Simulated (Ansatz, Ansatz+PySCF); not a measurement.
```xyz
8

O     0.0150    0.0072    0.0109
H     0.9396   -0.1481    0.3267
O     2.9243    0.0057    0.0068
H     3.3096    0.8187   -0.2827
H     3.5345   -0.6416   -0.3293
O    -1.2334    2.6803    0.3411
H    -0.7407    1.9283    0.1155
H    -2.0873    2.4707    0.0360
```

Basis set: def2-SVP (spherical functions). Correlated methods keep 3 orbitals frozen. Charge 0, multiplicity 2.

Computed with Ansatz (development build ahead of 0.2.0); each method stands on the lowest determinant of its kind that the runs found.

(1) Give the atomization energy at this shape (free ground-state atoms in the same class of orbitals less the molecule, no zero-point energy) of doublet H₅O₃ by PBE0 (unrestricted), UHF-MP2, UHF.

Results:

(1)

```csv
method,atomization energy
PBE0 (unrestricted),24.07 eV
UHF-MP2,23.28 eV
UHF,16.52 eV
```

Caution for PBE0 (unrestricted): charge can spread falsely over distant fragments.
